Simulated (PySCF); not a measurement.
# Two-component Hartree-Fock for Er⁵⁵⁺ (erbium, charge +55)

Start: [Ne] 3s2 3p1; 3p1/2 filled at m_j = +1/2. Calculated with PySCF 2.14 in an uncontracted even-tempered set (18 s from 16 bohr⁻², ratio 2.4; 14 p from 21 bohr⁻², ratio 2.4; 4 d from 68 bohr⁻², ratio 2.6; 4 f from 100 bohr⁻², ratio 2.6): generalised Hartree-Fock with the X2C-1e Hamiltonian and a Gaussian nucleus; one run each with spin-orbit coupling (SO) switched off, then screened by Boettger's factors.

```
spinor shell  electrons  ε, spin-free (eV)  ε, screened SO (eV)  weight of nominal j (screened SO)  rms radius, screened SO (bohr)
       1s1/2          2           -62042.1             -62025.0                              1.000                          0.0231
       2s1/2          2           -13865.1             -13858.4                              1.000                          0.0919
       2p1/2          2           -12752.6             -13422.7                              1.000                          0.0783
       2p3/2          4           -12752.6             -12467.1                              1.000                          0.0848
       3s1/2          2            -5592.6              -5590.1                              1.000                           0.220
       3p1/2          1            -5286.7              -5461.0                              1.000                           0.208
```

```
   quantity    spin-free  screened SO
E (hartree)  -9792.62167  -9807.71658
        M_J          1/2          1/2
       ⟨J²⟩        1.096        0.751
       ⟨L²⟩        2.002        2.020
       ⟨S²⟩        0.751        0.769
```

Each row is a mean over spinors that exchange with the open shell spreads, by up to 18.774 eV (2p1/2).

Breit and QED terms are absent; they matter most for the inner s and p1/2 levels.

Densities and radii are taken from the X2C orbitals without a picture-change correction, which distorts them close to the nucleus.

Without spin-orbit coupling the j labels of p, d and f shells carry no meaning; the spin-free column gives the mean over the occupied spinors of each nl shell, and its ⟨J²⟩ belongs to a mixture of degenerate components.
